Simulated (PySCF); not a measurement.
F$_{4}$Ge (SMILES [F][Ge]([F])([F])[F]), singlet, at a GFN2-xTB geometry. Base run: M06/cc-pVDZ (PySCF).

Here is a job for PySCF.
```python
from pyscf import gto, scf, dft

mol = gto.Mole()
mol.atom = '''
    F     1.28249365   -1.06843622   -0.11172530
    Ge   -0.00000000   -0.00000000   -0.00000000
    F     0.58041552    1.56903814    0.00809899
    F    -1.01772117   -0.21135552   -1.31087792
    F    -0.84518800   -0.28924641    1.41450423
'''
mol.basis = 'cc-pvdz'
mol.verbose = 4
mol.build()

mf = dft.RKS(mol)
mf.xc = 'm06'
mf.kernel()
mf.analyze()
```

The base run was repeated with changes; each row names its change, and settings that it needs were set with it.

| change | ΔE vs base (mEh) | grid points | electrons on the grid |
|---|---|---|---|
| base | 0.000 | 77688 | 68.00001 |
| grids.radi_method = gauss_chebyshev | -0.062 | 76696 | 68.00001 |
| grids.level = 2 | 0.003 | 59456 | 67.99992 |
| grids.level = 1 | -0.345 | 28616 | 67.99944 |
| grids.atom_grid = (99, 590) | 0.022 | 156296 | 68.00000 |
| grids.atom_grid = (30, 110) | -110.3 | 12288 | 67.99703 |
| grids.radi_method = mura_knowles | 0.011 | 74248 | 68.00001 |
| grids.atom_grid = (75, 302) | -0.016 | 70088 | 67.99992 |
| grids.prune = off | 0.005 | 129664 | 68.00001 |
| grids.level = 4 | 0.029 | 145536 | 68.00000 |
| small_rho_cutoff = 0 | 0.000 | 77688 | 68.00001 |
